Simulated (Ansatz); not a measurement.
`[AlH2][O][AlH2]` + `N[SiH2]F` → `F[SiH2][NH][AlH2]` + `[OH][AlH2]` at 500 K and 1 bar (ligand exchange at the Al–O bond).

Gas-phase electronic energies from Ansatz, PBE0-D4/def2-TZVP geometries. CBS: MP2 limit from def2 TZ/QZ plus the TZ coupled-cluster correction, frozen cores. This one scheme is used for every species. One conformer a species, not always the lowest.

| species | CCSD(T)/CBS energy (Eh) | H − E (kJ/mol) | S (J/(mol·K)) |
| --- | --- | --- | --- |
| `[AlH2][O][AlH2]` | -561.69291 | 120.2 | 358.4 |
| `N[SiH2]F` | -446.07709 | 152.9 | 325.1 |
| `F[SiH2][NH][AlH2]` | -688.71689 | 175.8 | 395.1 |
| `[OH][AlH2]` | -319.03157 | 95.7 | 286.7 |

H − E and S are ideal-gas, rigid-rotor, harmonic terms from PBE0-D4/def2-TZVP, for one conformer and one mirror image of each species. 1 Eh = 2625.50 kJ/mol, R = 8.31446 J/(mol·K).

Question: By hand: ΔE, ΔH, ΔS and ΔG.

Answer: ΔE = (-688.71689) + (-319.03157) − (-561.69291) − (-446.07709) = 0.02154 Eh = 56.6 kJ/mol. Δ(H − E) = 175.8 + 95.7 − 120.2 − 152.9 = -1.6, so ΔH = 55.0 kJ/mol. ΔS = 395.1 + 286.7 − 358.4 − 325.1 = -1.7 J/(mol·K). ΔG = 55.0 − 500 × (-1.7)/1000 = 55.9 kJ/mol.

Question: By hand: the equilibrium constant, and the temperature at which ΔG would vanish if ΔH and ΔS stayed fixed.

Answer: log₁₀ K = −ΔG/(RT ln 10) = -5.8. ΔH and −TΔS have one sign here, so there is no such temperature. One of them is within its doubt of zero, so this could turn.

The number of gas molecules stays the same, so ΔS is small and ΔH decides. A doubt of 5 kJ/mol in ΔE shifts log₁₀ K by 0.5 here. Other conformers and mirror images would add mixing entropy, several J/(mol·K) or more a flexible species. These are equilibria of isolated gas molecules and say nothing of rates. Largest T1 diagnostic: 0.013 (customary marks: 0.02 for closed shells, 0.045 for open ones).
